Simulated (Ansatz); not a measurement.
silylarsine (H$_{5}$AsSi), singlet, geometry from GFN2-xTB. Base run: PBE0/6-31G** in Ansatz (a quantum-chemistry and plane-wave program).

Geometry (Å):
```xyz
7

Si    -1.4930     0.1705     0.3161
As     0.7537    -0.0759    -0.2190
H     -2.2937    -0.7799    -0.4669
H     -1.9390     1.5254    -0.0343
H     -1.8191    -0.0449     1.7309
H      0.8863    -1.3204     0.6097
H      1.1944     0.7379     0.9629
```
Charge 0, spin multiplicity 1.
All else is at Ansatz's defaults.

The base run was repeated with changes; each row names its change, and settings that it needs were set with it.

```
change                                                                 basis functions       E (Eh)
---------------------------------------------------------------------  ---------------  -----------
base                                                                                79  -2527.66457
basis = jorge-DZP-DKH; relativity = none                                            92  -2522.08965
basis = jorge-DZP-DKH; relativity = spin-free X2C                                   92  -2553.35172
basis = ANO-RCC-VDZP; relativity = none                                             70  -2512.15482
basis = x2c-SVPall; relativity = spin-free X2C                                      75  -2552.98375
basis = x2c-SVPall; relativity = spin-free X2C; nucleus = Gaussian                  75  -2552.97162
basis = x2c-SVPall; relativity = none                                               75  -2517.36968
basis = ANO-RCC-VDZP; relativity = spin-free X2C; nucleus = Gaussian                70  -2553.48096
basis = ANO-RCC-VDZP; relativity = spin-free X2C                                    70  -2553.49676
basis = jorge-DZP-DKH; relativity = spin-free X2C; nucleus = Gaussian               92  -2553.33776
```

Total energies compare only within one method and basis.

Ansatz warned in this series: the basis is contracted for relativity, which the run leaves out.

Basis sets contracted for a relativistic Hamiltonian are a mismatch without it, so the rows without relativity aren't non-relativistic limits. No row has spin-orbit coupling; sets with core potentials leave out the core electrons.
